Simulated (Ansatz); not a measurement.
Consider the ligand exchange at a Ge–Cl bond: `[CH3][Ge][Cl]` + NH₃ → `[CH3][Ge][NH2]` + HCl.

Isolated molecules relaxed with PBE0-D4/def2-TZVP in Ansatz; ΔE leaves out vibrations. CCSD(T)/CBS is the MP2 limit (def2-TZVPP, def2-QZVPP) plus CCSD(T) − MP2 in def2-TZVPP, frozen cores. This one scheme is used for every species. DFT in def2-TZVPP. B3LYP here is the variant with VWN-RPA as its local correlation; programs differ in this. HSE06 is defined as in plane-wave codes. For Ge outer-core shells are correlated without core-valence functions, which leaves a few kJ/mol of doubt a bond. Scalar relativity is left out up to krypton. One conformer a species, not always the lowest.

`[CH3][Ge][Cl]`:

Cartesian coordinates in Å:
```
C 0.227 0.508 -0.303
Ge 0.110 -1.471 -0.361
Cl -1.059 -1.691 1.488
H 0.781 0.903 -1.157
H 0.720 0.816 0.625
H -0.780 0.935 -0.291
```

NH₃:

```xyz
4

N     0.057    0.244    0.129
H    -0.825    0.278   -0.368
H     0.770    0.003   -0.547
H    -0.002   -0.525    0.786
```

`[CH3][Ge][NH2]`:

```xyz
8

C     0.446    0.291    1.128
Ge    0.611   -1.175   -0.224
N    -0.522   -0.424   -1.433
H     0.634    1.267    0.669
H     1.143    0.154    1.956
H    -0.571    0.299    1.534
H    -0.742   -0.870   -2.309
H    -0.999    0.458   -1.321
```

HCl:

Z-matrix (Å, degrees):
```
Cl
H 1 1.279
```

| level | ΔE (kcal/mol) | difference from CCSD(T)/CBS |
| --- | --- | --- |
| LDA (SPW92) | 11.0 | -1.5 |
| PBE-D4 | 13.6 | 1.1 |
| PBE0-D4 | 13.9 | 1.4 |
| BHLYP-D4 | 14.6 | 2.1 |
| CAM-B3LYP-D4 | 12.7 | 0.2 |
| ωB97X-V | 13.0 | 0.5 |
| B3LYP | 14.1 | 1.6 |
| HSE06 | 14.1 | 1.6 |
| CAM-B3LYP | 12.8 | 0.3 |
| MP2/def2-SVP | 9.2 | -3.3 |
| CCSD/def2-SVP | 10.1 | -2.4 |
| CCSD/def2-TZVPP | 11.8 | -0.7 |
| CCSD(T)/def2-TZVPP | 11.4 | -1.1 |
| HF/def2-QZVPP | 15.5 | 3.0 |
| MP2/CBS(def2) | 12.6 | 0.1 |
| CCSD/CBS(def2) | 12.8 | 0.3 |
| CCSD(T)/CBS | 12.5 | 0 |

Largest T1 diagnostic among the species: 0.014.

Leaving LDA and LC-ωPBE aside and taking each functional with its dispersion term where it has one, the values spread over 1.9 kcal/mol, from CAM-B3LYP-D4 to BHLYP-D4. LDA lies −2.7 kcal/mol from PBE without D4. At CCSD(T), def2-SVP lies −2.9 kcal/mol from the extrapolated value and def2-TZVPP −1.1 kcal/mol.
